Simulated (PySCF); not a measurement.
C5H5NO.
InChI=1S/C5H5NO/c1-6-5-2-3-7-4-5/h2-4H,1H2

Torsions of this conformer, `[CH2:1]=[N:2][c:3]1[cH:4][cH:5][o:6][cH:7]1`: C1–N2–C3–C4 -143°.

The closed-shell ground state was solved at several levels (PySCF, density fitting, gas phase, non-relativistic). One conformer (not necessarily the lowest) at the PBE0-D3(BJ)/def2-SVP geometry, without solvent, vibrations or thermal averaging.

```json
{"level": "CAM-B3LYP/def2-SVPD", "basis functions": "183", "total energy (Eh)": "-323.0778", "HOMO (eV)": "-7.84", "LUMO (eV)": "0.04", "gap (eV)": "7.88", "dipole (D)": "1.23"}
{"level": "B3LYP/pcJ-1", "basis functions": "239", "total energy (Eh)": "-323.4653", "HOMO (eV)": "-6.35", "LUMO (eV)": "-1.22", "gap (eV)": "5.13", "dipole (D)": "1.18"}
{"level": "KT3/pcSseg-2", "basis functions": "322", "total energy (Eh)": "-328.5655", "HOMO (eV)": "-5.50", "LUMO (eV)": "-2.03", "gap (eV)": "3.47", "dipole (D)": "1.07"}
```

Question: Estimate the row for PBE0/pcSseg-1, a basis of 144 functions; the other rows only guide the guess.

Answer: Total energy -323.0466 Eh, HOMO -6.57 eV, LUMO -1.00 eV, gap 5.57 eV, dipole 1.24 D.

Question: Over all these levels, which gives the widest orbital gap and which the narrowest?

Answer: CAM-B3LYP/def2-SVPD (range-separated hybrid) has the widest, 7.88 eV, and KT3/pcSseg-2 (GGA) the narrowest, 3.47 eV. Functional and basis both differ between the two, so the spread mixes both effects.

Question: How far do the dipole and the HOMO energy spread over the levels?

Answer: The dipole runs from 1.07 to 1.24 D (mean 1.18 D) and the HOMO from -7.84 to -5.50 eV.
